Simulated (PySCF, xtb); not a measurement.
C₃H₆BF, SMILES C=CCBF.

Geometry optimised at PBE-D3(BJ)/def2-SVP. This is a generated structure with no PubChem entry under its InChIKey; it may be hypothetical. Other conformers were not sampled.

Computed with IEF-PCM-ωB97X/def2-SVP in PySCF 2.14.0.

The values are the electrostatic part of the solvation free energy, E(continuum) − E(gas) at the gas-phase geometry, in a cavity of scaled van der Waals radii (PySCF's table); cavitation and dispersion terms are not included. In vacuum the orbital gap is 11.54 eV. The dipole moment in vacuum is 0.95 D.

Computed values in water (ε = 78.36), diethylether (ε = 4.24), acetone (ε = 20.49):
```json
[
 {"solvent": "water", "ε": "78.36", "ΔG(elec) (kcal/mol)": "-2.2", "dipole (D)": "1.11", "gap (eV)": "11.58"},
 {"solvent": "diethylether", "ε": "4.24", "ΔG(elec) (kcal/mol)": "-1.5", "dipole (D)": "1.06", "gap (eV)": "11.56"},
 {"solvent": "acetone", "ε": "20.49", "ΔG(elec) (kcal/mol)": "-2.1", "dipole (D)": "1.10", "gap (eV)": "11.58"}
]
```

For comparison, GFN2-xTB/ALPB(water) (xtb, at the GFN2-xTB geometry, all terms of that model) gives -1.4 kcal/mol.
